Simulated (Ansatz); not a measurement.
`[CH3][GeH]([Cl])[Cl]` + H–F → `[CH3][GeH]([F])[Cl]` + HCl at 500 K and 1 bar (ligand exchange at a Ge–Cl bond).

Calculated with Ansatz (gas phase, PBE0-D4/def2-TZVP geometries, no zero-point term in ΔE). CCSD(T)/CBS is the MP2 limit (def2-TZVPP, def2-QZVPP) plus CCSD(T) − MP2 in def2-TZVPP, frozen cores. This one scheme is used for every species. For Ge outer-core shells are correlated without core-valence functions, which leaves a few kJ/mol of doubt a bond. Scalar relativity is left out up to krypton.

| species | CCSD(T)/CBS energy (Eh) | H − E (kJ/mol) | S (J/(mol·K)) |
| --- | --- | --- | --- |
| `[CH3][GeH]([Cl])[Cl]` | -3036.22487 | 166.1 | 401.1 |
| H–F | -100.39570 | 39.4 | 188.7 |
| `[CH3][GeH]([F])[Cl]` | -2676.23424 | 167.2 | 389.3 |
| HCl | -460.38127 | 32.5 | 201.9 |

H − E and S are ideal-gas, rigid-rotor, harmonic terms from PBE0-D4/def2-TZVP, for one conformer and one mirror image of each species. 1 Eh = 2625.50 kJ/mol, R = 8.31446 J/(mol·K).

Question: By hand: ΔE, ΔH, ΔS and ΔG.

Answer: ΔE = (-2676.23424) + (-460.38127) − (-3036.22487) − (-100.39570) = 0.00506 Eh = 13.3 kJ/mol. Δ(H − E) = 167.2 + 32.5 − 166.1 − 39.4 = -5.8, so ΔH = 7.5 kJ/mol. ΔS = 389.3 + 201.9 − 401.1 − 188.7 = 1.4 J/(mol·K). ΔG = 7.5 − 500 × (1.4)/1000 = 6.8 kJ/mol.

Question: By hand: the equilibrium constant, and the temperature at which ΔG would vanish if ΔH and ΔS stayed fixed.

Answer: log₁₀ K = −ΔG/(RT ln 10) = -0.7. ΔG = 0 at ΔH/ΔS = 5357 K, far beyond where these terms or the molecules hold.

The number of gas molecules stays the same, so ΔS is small and ΔH decides. A doubt of 5 kJ/mol in ΔE shifts log₁₀ K by 0.5 here. Other conformers and mirror images would add mixing entropy, several J/(mol·K) or more a flexible species. These are equilibria of isolated gas molecules and say nothing of rates. Largest T1 diagnostic: 0.011 (customary marks: 0.02 for closed shells, 0.045 for open ones).
